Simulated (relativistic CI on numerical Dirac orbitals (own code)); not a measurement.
**Forbidden lines of Sm XXVII**

These numbers are calculated, not measured: Dirac-Coulomb-Breit CI, separate exchange-only KLI orbitals for each configuration, model QED, unscaled Slater integrals (own radial code, finite nucleus).

Configuration list (outside the closed core [Ar] 3d10): 4s²4p⁶, 4s²4p⁵4d, 4s4p⁶4d, 4s²4p⁵4f, 4s4p⁶4f, 4s²4p⁵5s, 4s²4p⁵5p, 4p⁶4d4f, 4s4p⁶5s, 4s²4p⁵5d, 4s4p⁶5p, 4s²4p⁵5f, 4s²4p⁵5g, 4s4p⁶5d, 4s²4p⁵6s, 4s²4p⁵6p, 4p⁶4f5s, 4s4p⁶5f, 4s²4p⁵6d, 4s4p⁶5g, 4s²4p⁵6f, 4p⁶4d², 4p⁵4d³, 4p⁵4d²4f, 4p⁵4d²5s, 4p⁵4d²5p, 4p⁶4f², 4p⁵4d4f², 4p⁵4f³, 4p⁵4f²5s, 4p⁵4f²5p, 4p⁶4d5s, 4p⁵4d4f5s, 4p⁵4d5s², 4p⁵4d5s5p. Double excitations out of closed p, d and f shells are left out; levels of such configurations are missing from the list, as are those of other unlisted configurations, and high levels can miss mixing partners. These lack a partner that the ground configuration has and come out too high: 4s²4p⁵5d, 4s²4p⁵5f, 4s²4p⁵5g, 4s²4p⁵6s, 4s²4p⁵6p.

| λ vac (Å) | Lower | Upper | Type | A (s⁻¹) | E lower (eV) | E upper (eV) |
| --- | --- | --- | --- | --- | --- | --- |
| 45.809 | 4s²4p⁵4d ³P°0 [2] | 4s²4p⁵5s ³P°2 [34] | E2 | 1.51e+07 | 106.862 | 377.516 |
| 46.271 | 4s²4p⁵4d ³P°1 [3] | 4s²4p⁵5s ³P°2 [34] | E2 | 4.24e+07 | 109.564 | 377.516 |
| 46.516 | 4s²4p⁵4d ³F°2 [10] | 4s²4p⁵5s ³P°0 [38] | E2 | 1.42e+08 | 145.692 | 412.233 |
| 46.787 | 4s²4p⁵4d ³F°3 [4] | 4s²4p⁵5s ³P°2 [34] | E2 | 4.48e+07 | 112.517 | 377.516 |
| 46.956 | 4s²4p⁵4d ³D°2 [5] | 4s²4p⁵5s ³P°2 [34] | E2 | 5.74e+07 | 113.471 | 377.516 |
| 47.538 | 4s²4p⁵4d ³F°4 [6] | 4s²4p⁵5s ³P°2 [34] | E2 | 1.18e+08 | 116.705 | 377.516 |
| 47.907 | 4s²4p⁵4d ³D°2 [11] | 4s²4p⁵5s ³P°0 [38] | E2 | 1.76e+08 | 153.432 | 412.233 |
| 48.738 | 4s²4p⁵4d ³D°3 [8] | 4s²4p⁵5s ³P°2 [34] | E2 | 4.04e+07 | 123.125 | 377.516 |
| 50.699 | 4s4p⁶4d ³D1 [14] | 4p⁶4d² ³P1 [53] | E2 | 5.46e+07 | 221.786 | 466.337 |
| 51.300 | 4s4p⁶4d ³D3 [16] | 4p⁶4d² ¹G4 [54] | E2 | 3.80e+07 | 229.613 | 471.298 |
| 51.383 | 4s4p⁶4d ³D2 [15] | 4p⁶4d² ³F4 [51] | E2 | 2.32e+07 | 224.178 | 465.475 |
| 51.599 | 4s4p⁶4d ³D1 [14] | 4p⁶4d² ³F3 [49] | E2 | 2.22e+07 | 221.786 | 462.071 |
| 52.118 | 4s4p⁶4d ³D2 [15] | 4p⁶4d² ³F3 [49] | E2 | 5.09e+07 | 224.178 | 462.071 |
| 52.375 | 4s4p⁶4d ³D3 [16] | 4p⁶4d² ³P1 [53] | E2 | 4.85e+07 | 229.613 | 466.337 |
| 52.566 | 4s4p⁶4d ³D3 [16] | 4p⁶4d² ³F4 [51] | E2 | 5.27e+07 | 229.613 | 465.475 |
| 53.336 | 4s4p⁶4d ³D3 [16] | 4p⁶4d² ³F3 [49] | E2 | 2.86e+07 | 229.613 | 462.071 |
| 53.487 | 4s4p⁶4d ³D2 [15] | 4p⁶4d² ³F2 [46] | E2 | 4.87e+07 | 224.178 | 455.982 |
| 53.522 | 4s4p⁶4d ¹D2 [17] | 4p⁶4d² ¹G4 [54] | E2 | 6.36e+07 | 239.649 | 471.298 |
| 53.598 | 4s4p⁶4f ³F°4 [32] | 4p⁶4d4f ³H°6 [180] | E2 | 5.11e+07 | 372.951 | 604.276 |
| 54.903 | 4s4p⁶4d ¹D2 [17] | 4p⁶4d² ³F4 [51] | E2 | 2.52e+07 | 239.649 | 465.475 |

Terms are leading LS components. Brackets give the number of a level in order of energy, since labels repeat. The list gives strong lines, with weight on those to low levels, among the lowest 400 of 2891 levels, so that lines to higher ones, which can be the strongest, are missing. Levels whose partners in the same complex of configurations lie outside the list can be far off, and so can their lines. Rates are taken at the computed energies, electric ones in the length gauge.

At this charge energies of transitions that change n are usually good to better than 1 %, and those within a shell (Δn = 0) to a few per cent.

LS names give the leading component of a level, which can be under half, so a name can repeat, a term be missing and a line seem to break the LS rules.
